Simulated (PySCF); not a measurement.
CH7ClN2Si2, SMILES C1N[Si@@](N)([SiH2]1)Cl. Geometry optimised at PBE-D3(BJ)/def2-SVP. The structure was generated by enumeration; whether it is a known compound was not checked. Other conformers were not sampled.

Q: Give the equilibrium geometry at PBE-D3(BJ)/def2-SVP (PySCF confirms it by a frequency run) as Cartesian coordinates in Å. (The exact figures need the calculation; the answer reports its results.)

A: One answer among several that fit: 
```xyz
13

N      1.9819     0.7580    -0.7929
Si     0.5013     0.1955    -0.1059
Cl     0.7124     0.7509     1.9209
N      0.1983    -1.4784    -0.4717
C     -1.2426    -1.6749    -0.7177
Si    -1.7301     0.2015    -0.8395
H      2.4654     1.5591    -0.3825
H      2.1419     0.6793    -1.7995
H      0.7940    -2.3008    -0.3311
H     -1.4441    -2.2388    -1.6563
H     -1.7775    -2.1929     0.1116
H     -2.0302     0.6281    -2.2536
H     -2.8635     0.6349     0.0508
```
Charge 0, spin multiplicity 1.
